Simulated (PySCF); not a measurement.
WF2, SMILES [F][W][F] (connectivity only; charge and spin as stated), neutral, multiplicity 3. Atoms are numbered in the order given.

```xyz
3

W      0.0000     0.0000     0.0000
F      0.0000     0.0000    -1.8313
F      0.0000     0.0000     1.8313
```
Charge 0, spin multiplicity 3.

Coordinates come from a B3LYP-D3(BJ)/def2-TZVP optimisation. The multiplicity is an assumed one; other spin states were not compared. The def2 effective core potentials stand for the cores of W; spin–orbit coupling is left out.

Computed with B3LYP-D3(BJ)/def2-TZVP (PySCF).

Frequencies are harmonic and unscaled.

Modes within 1.5 cm⁻¹ of each other (mostly degenerate sets) share a row, with their intensities summed.

Computed vibrational spectrum:
```
mode  ν (cm⁻¹)  IR (km/mol)  moving atoms (share of kinetic energy)
----  --------  -----------  --------------------------------------
1–2         78          2.4                          F 83 %, W 17 %
3          719        190.1                          F 83 %, W 17 %
4          729          0.0                                 F 100 %
```
